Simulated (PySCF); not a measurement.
**Fractional electron number in Nb⁺ (niobium, charge +1)**

The 4d alpha orbital of [Kr] 4d4 is emptied in steps (occupation f), with all orbitals relaxed, ending at [Kr] 4d3. All numbers are calculated (PySCF 2.14, scalar relativity through the core potential, in def2-TZVPPD with the def2 core potential (28 electrons)). The exact energy is a straight line in f; departures are measured from the line between the end points of the same method.

```tsv
f	M06-2X (eV)
1	0.000
0.9	-0.182
0.7	-0.422
0.5	-0.503
0.3	-0.420
0.1	-0.181
0	0.000
```

Problem. For M06-2X, how does the orbital energy at f = 1 compare with the removal energy?

Solution. −ε = 12.320 eV against a total-energy difference of 14.242 eV. By Janak's theorem ε = ∂E/∂f, so the gap between them reflects the curvature. Along the path −ε is 12.657 (f = 0.9), 13.435 (f = 0.7), 14.245 (f = 0.5), 15.057 (f = 0.3), 15.831 (f = 0.1) eV.

Reference removal energy between the ground levels: 14.32 eV (semi-empirical (NIST evaluation); NIST Atomic Spectra Database, ionization energies). The calculation has no spin-orbit coupling. The determinant left behind need not be the lowest term of the ion.
